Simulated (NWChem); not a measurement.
System: CHO₂, doublet; SMILES O=[C]O

Here is an NWChem input.

```
start job
memory heap 200 mb stack 900 mb global 1100 mb
geometry units angstroms noautosym nocenter noautoz
  O     -0.175484     1.141737     0.000000
  C      0.418896     0.103054     0.000000
  O     -0.021672    -1.147002     0.000000
  H     -1.014934    -1.136882     0.000000
end
basis spherical
  * library def2-svp
end
dft
  odft
  mult 2
  xc xpbe96 cpbe96
  iterations 150
end
cosmo
  dielec 4.8
end
task dft energy
```

Excerpt of the output:

```
             Northwest Computational Chemistry Package (NWChem) 7.3.0
             --------------------------------------------------------

                             Geometry "geometry" -> ""
                             -------------------------

 Output coordinates in angstroms (scale by  1.889725989 to convert to a.u.)

  No.       Tag          Charge          X              Y              Z
 ---- ---------------- ---------- -------------- -------------- --------------
    1 O                    8.0000    -0.17548400     1.14173700     0.00000000
    2 C                    6.0000     0.41889600     0.10305400     0.00000000
    3 O                    8.0000    -0.02167200    -1.14700200     0.00000000
    4 H                    1.0000    -1.01493400    -1.13688200     0.00000000

 Effective nuclear repulsion energy (a.u.)      62.8334343133

  pbe96 is a nonlocal functional; adding pw91lda local functional.

                                 NWChem DFT Module
                                 -----------------

 Summary of "ao basis" -> "ao basis" (spherical)
 ------------------------------------------------------------------------------
       Tag                 Description            Shells   Functions and Types
 ---------------- ------------------------------  ------  ---------------------
 O                          def2-svp                 6       14   3s2p1d
 C                          def2-svp                 6       14   3s2p1d
 H                          def2-svp                 3        5   2s1p

 in cosmo_initialize ...

 solvent parameters
 solvname_short: unkn
 solvname_long:  unknown
 dielec:        4.8000

          ---------------
          -cosmo- solvent
          ---------------
 Cosmo: York-Karplus, doi: 10.1021/jp992097l
 dielectric constant -eps-     =   4.80
 screen = (eps-1)/(eps    )    =   0.79167
 surface charge correction     = lagrangian

   van der Waals surface
 --------------------------

 ---------- ATOMIC COORDINATES (A.U.) ------------ VDWR(ANG.) --
     1   -0.33161668    2.15757008    0.00000000     1.720
     2    0.79159866    0.19474382    0.00000000     2.000
     3   -0.04095414   -2.16751949    0.00000000     1.720
     4   -1.91794716   -2.14839546    0.00000000     1.300
 number of segments per atom =         32
 number of   points per atom =         32
 atom (   nspa,  nppa )
 ----------------------
    1 (     22,     0 )       0
    2 (     16,     0 )       0
    3 (     20,     0 )       0
    4 (     16,     0 )       0
 number of -cosmo- surface points =       74
 molecular surface =     71.156 angstrom**2
 molecular volume  =     50.902 angstrom**3
 G(cav/disp)       =      1.216 kcal/mol
 -lineq- algorithm             =   0
 -bem- low  level              =   2
 -bem- from -octahedral-
 gaussian surface charge width =   4.50000
 degree of switching           =   1.00000
 switching function tolerance  =   0.00010
 atomic radii =
 --------------
    1  8.000  1.720
    2  6.000  2.000
    3  8.000  1.720
    4  1.000  1.300
 ...... end of -cosmo- initialization ......

            General Information
            -------------------
          SCF calculation type: DFT
          Wavefunction type:  spin polarized.
          No. of atoms     :     4
          No. of electrons :    23
           Alpha electrons :    12
            Beta electrons :    11
          Charge           :     0
          Spin multiplicity:     2
          Use of symmetry is: off; symmetry adaption is: off
          Maximum number of iterations: 150
          AO basis - number of functions:    47
                     number of shells:    21
          Convergence on energy requested:  1.00D-06
          Convergence on density requested:  1.00D-05
          Convergence on gradient requested:  5.00D-04

              XC Information
              --------------
          PerdewBurkeErnzerhof Exchange Functional  1.000
            Perdew 1991 LDA Correlation Functional  1.000 local
           PerdewBurkeErnz. Correlation Functional  1.000 non-local

[...]

                                   COSMO solvation results
                                   -----------------------

                 gas phase energy =      -188.759396056201
                 sol phase energy =      -188.766411919366
 (electrostatic) solvation energy =         0.007015863165 (    4.40 kcal/mol)

                    DFT Final Alpha Molecular Orbital Analysis
                    ------------------------------------------

 Vector   10  Occ=1.000000D+00  E=-3.314796D-01
              MO Center=  7.9D-02,  1.9D-02, -3.7D-10, r^2= 2.0D+00
   Bfn.  Coefficient  Atom+Function         Bfn.  Coefficient  Atom+Function
  ----- ------------  ---------------      ----- ------------  ---------------
     5      0.373272  1 O  py                33      0.302782  3 O  py
    32     -0.257541  3 O  px                 4      0.242353  1 O  px
    18      0.238672  2 C  px                 8      0.229408  1 O  py
    36      0.215071  3 O  py                43      0.174132  4 H  s
     7      0.146525  1 O  px                35     -0.143629  3 O  px

 Vector   11  Occ=1.000000D+00  E=-3.094460D-01
              MO Center= -8.2D-02, -1.2D-01,  5.1D-10, r^2= 1.8D+00
   Bfn.  Coefficient  Atom+Function         Bfn.  Coefficient  Atom+Function
  ----- ------------  ---------------      ----- ------------  ---------------
    34      0.495509  3 O  pz                 6     -0.439040  1 O  pz
    37      0.360657  3 O  pz                 9     -0.303669  1 O  pz
    20     -0.076855  2 C  pz                25     -0.045344  2 C  d -1
    23     -0.027198  2 C  pz

 Vector   12  Occ=1.000000D+00  E=-1.945869D-01
              MO Center=  3.7D-01,  2.7D-01, -7.7D-11, r^2= 1.7D+00
   Bfn.  Coefficient  Atom+Function         Bfn.  Coefficient  Atom+Function
  ----- ------------  ---------------      ----- ------------  ---------------
    17      0.479135  2 C  s                  4     -0.413832  1 O  px
    18      0.412710  2 C  px                 7     -0.324038  1 O  px
    31     -0.321463  3 O  s                 16      0.262381  2 C  s
    21      0.241110  2 C  px                44      0.177448  4 H  s
    33     -0.161395  3 O  py                43      0.150167  4 H  s

 Vector   13  Occ=0.000000D+00  E=-4.209801D-02
              MO Center=  2.5D-01,  1.9D-01, -5.7D-11, r^2= 1.5D+00
   Bfn.  Coefficient  Atom+Function         Bfn.  Coefficient  Atom+Function
  ----- ------------  ---------------      ----- ------------  ---------------
    20      0.609176  2 C  pz                23      0.536105  2 C  pz
     6     -0.397830  1 O  pz                 9     -0.398869  1 O  pz
    34     -0.295632  3 O  pz                37     -0.282997  3 O  pz

 Vector   14  Occ=0.000000D+00  E= 3.672563D-02
              MO Center= -1.2D+00, -1.1D+00,  5.3D-13, r^2= 2.0D+00
   Bfn.  Coefficient  Atom+Function         Bfn.  Coefficient  Atom+Function
  ----- ------------  ---------------      ----- ------------  ---------------
    44      1.257662  4 H  s                 31     -0.651283  3 O  s
    35      0.429470  3 O  px                32      0.341602  3 O  px
    43      0.255781  4 H  s                 17     -0.203946  2 C  s
    30     -0.180741  3 O  s                  4      0.141591  1 O  px
     7      0.117706  1 O  px                18     -0.105712  2 C  px

 Vector   15  Occ=0.000000D+00  E= 1.828987D-01
              MO Center= -1.1D-01,  4.8D-02,  3.7D-10, r^2= 2.2D+00
   Bfn.  Coefficient  Atom+Function         Bfn.  Coefficient  Atom+Function
  ----- ------------  ---------------      ----- ------------  ---------------
    17      2.202631  2 C  s                  3     -1.240518  1 O  s
    21     -1.017345  2 C  px                 8      0.559991  1 O  py
    31     -0.527045  3 O  s                 36     -0.518278  3 O  py
    44     -0.400852  4 H  s                 18     -0.391872  2 C  px
    33     -0.293044  3 O  py                43     -0.230245  4 H  s

                     DFT Final Beta Molecular Orbital Analysis
                     -----------------------------------------

 Vector    9  Occ=1.000000D+00  E=-4.088878D-01
              MO Center= -2.1D-03, -3.4D-02, -1.0D-08, r^2= 1.9D+00
   Bfn.  Coefficient  Atom+Function         Bfn.  Coefficient  Atom+Function
  ----- ------------  ---------------      ----- ------------  ---------------
     4      0.349985  1 O  px                33     -0.338427  3 O  py
    19      0.251385  2 C  py                 7      0.209330  1 O  px
    31      0.198871  3 O  s                 36     -0.196415  3 O  py
    18      0.182514  2 C  px                32      0.173395  3 O  px
    30      0.134024  3 O  s                 16      0.123641  2 C  s

 Vector   10  Occ=1.000000D+00  E=-3.101179D-01
              MO Center=  5.6D-02,  3.3D-01, -1.6D-09, r^2= 1.8D+00
   Bfn.  Coefficient  Atom+Function         Bfn.  Coefficient  Atom+Function
  ----- ------------  ---------------      ----- ------------  ---------------
     5      0.367061  1 O  py                 4      0.333856  1 O  px
    33      0.269624  3 O  py                 8      0.235606  1 O  py
    18      0.223014  2 C  px                 7      0.216800  1 O  px
    32     -0.208890  3 O  px                36      0.199993  3 O  py
    43      0.139886  4 H  s                 35     -0.115238  3 O  px

 Vector   11  Occ=1.000000D+00  E=-3.060805D-01
              MO Center= -8.3D-02, -9.0D-02,  1.7D-09, r^2= 1.8D+00
   Bfn.  Coefficient  Atom+Function         Bfn.  Coefficient  Atom+Function
  ----- ------------  ---------------      ----- ------------  ---------------
    34      0.488390  3 O  pz                 6     -0.443830  1 O  pz
    37      0.357714  3 O  pz                 9     -0.309050  1 O  pz
    20     -0.081792  2 C  pz                25     -0.044958  2 C  d -1
    23     -0.030211  2 C  pz

[...]
```

Level: PBE/def2-SVP, spin-unrestricted, COSMO on the gas-phase geometry. In the optimisation the excess spin sits in a' (Cs, its own frame). All runs use the structure optimised with PBE-D3(BJ)/def2-SVP, spin-unrestricted. No stability test was run on the SCF state. COSMO prints the solvation energy as gas minus solution, so a positive value is a stabilisation.
